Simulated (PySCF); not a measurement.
**Frontier orbitals and the lowest excitations**

Compound: C4H6F2O2Si.
SMILES with atom numbers: `[O:1]=[C:2]([OH:3])[Si@H:4]([F:5])[CH2:6]/[CH:7]=[CH:8]\[F:9]` (hydrogens: H10 on O3; H11 on Si4; H12, H13 on C6; H14 on C7; H15 on C8)

Method used: TDDFT CAM-B3LYP/def2-SVPD, vertical, gas phase, core orbitals frozen in the response in PySCF. One conformer (not necessarily the lowest) at the GFN2-xTB geometry, without solvent, vibrations or thermal averaging. Torsions of this conformer, `[O:1]=[C:2]([OH:3])[Si@H:4]([F:5])[CH2:6]/[CH:7]=[CH:8]\[F:9]`: O1–C2–Si4–F5 98°, C2–Si4–C6–C7 167°, Si4–C6–C7–C8 94°, H–O3–C2–O1 -1°.

Frontier orbitals with the atoms that hold most of them (Löwdin shares over 4%, at most four atoms; ? is withheld):

```json
{"orbital": "LUMO+2", "ε (eV)": "1.21", "atoms": "C8 22%, C7 14%, Si4 13%, C6 9%"}
{"orbital": "LUMO+1", "ε (eV)": "0.86", "atoms": "O3 30%, H10 14%, C2 13%, Si4 11%"}
{"orbital": "LUMO", "ε (eV)": "-0.23", "atoms": "?"}
{"orbital": "HOMO", "ε (eV)": "-8.79", "atoms": "?"}
{"orbital": "HOMO-1", "ε (eV)": "-9.69", "atoms": "O1 54%, C2 13%, Si4 10%, O3 9%"}
{"orbital": "HOMO-2", "ε (eV)": "-11.28", "atoms": "O3 42%, O1 42%, C2 12%"}
{"orbital": "HOMO-3", "ε (eV)": "-11.65", "atoms": "C6 25%, Si4 19%, F5 13%, H11 12%"}
```

Q: Give the leading atoms of the HOMO.

A: C7 (bonded to 2 C and H) 29%; C8 (bonded to C, F and H) 28%; F9 (bonded to C) 12%; C6 (bonded to C, Si and 2 H) 11%. By element: carbon 68% or more, fluorine 12% or more.

Q: Which atoms hold the LUMO, and with what shares?

A: C2 (bonded to 2 O and Si) 29%; Si4 (bonded to 2 C, F and H) 20%; O1 (bonded to C) 20%; O3 (bonded to C and H) 11%. By element: oxygen 31%, carbon 29% or more, silicon 20%.

Q: How does S1 compare with the orbital gap of 8.56 eV?

A: S1 is at 4.88 eV (f = 0.0049), 3.69 eV below the gap, made of HOMO-1→LUMO (76%), HOMO→LUMO (13%). Its leading pair isn't HOMO and LUMO; the energies of that pair differ by 9.47 eV. Without the coupling terms of the response equations the lowest excitation would equal the gap.

Q: Give energy, strength and leading configuration of S1 and S2, and follow the Löwdin shares of the leading atoms from the occupied to the empty orbital.

A: 
- S1 (4.88 eV, f 0.0049), HOMO-1→LUMO (76%): O1 54% → 20%, C2 13% → 29%, Si4 10% → 20%
- S2 (6.07 eV, f 0.051), HOMO→LUMO (80%): C7 29% → at most 11%, C8 28% → at most 11%, C2 at most 11% → 29%, Si4 at most 11% → 20%

Löwdin shares depend on the basis, the more so with diffuse functions.
